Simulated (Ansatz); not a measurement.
In3⁻, relaxed as a singlet with RKS PBE-D4/def2-SVPD in Ansatz, starting from the GFN2-xTB geometry. Force threshold 0.02 eV/Å.

In the def2 sets In takes a core potential; there is no spin–orbit coupling. The restricted singlet is unstable towards broken spin symmetry at other levels; at PBE-D4/def2-SVPD this wasn't settled. The highest occupied level of the charge -1 singlet lies above zero (up to 0.37 eV). The electron is either unbound and held by the finite basis, or the level is raised by self-interaction error. At PBE0-D4/def2-TZVPD a quintet of charge -1 lies 0.09 eV below the restricted singlet, each at its own geometry. The structure comes from a short search, and lower isomers may exist.

Start:

```xyz
3

In    1.0290    0.5845   -1.0489
In    0.3662   -0.2368    1.7044
In   -1.3952   -0.3477   -0.6554
```

Q: Estimate the energy that the relaxation releases and the steps that it takes.

A: 13.7 kJ/mol, in 3 steps; 3.9 s on 4 threads of Arm Neoverse V2 on a shared host. No frequencies were taken in this run, so the end may be a saddle point.

Q: Does the start keep its bonding and symmetry?

A: By distances, no bond broke or formed. The bond that changes most is In1–In3, from 2.63 to 2.93 Å (atoms count from 1). Point group C2v at the start, D3h at the end, both within 0.05 Å.

Q: Predict the relaxed structure.

A: 
```csv
atom,x (Å),y (Å),z (Å)
In1,1.1747,0.6337,-1.0411
In2,0.3540,-0.2283,1.6447
In3,-1.5287,-0.4055,-0.6036
```
Bond lengths (bridged metal pairs left out): 3 × In–In 2.93 to 2.94 Å.
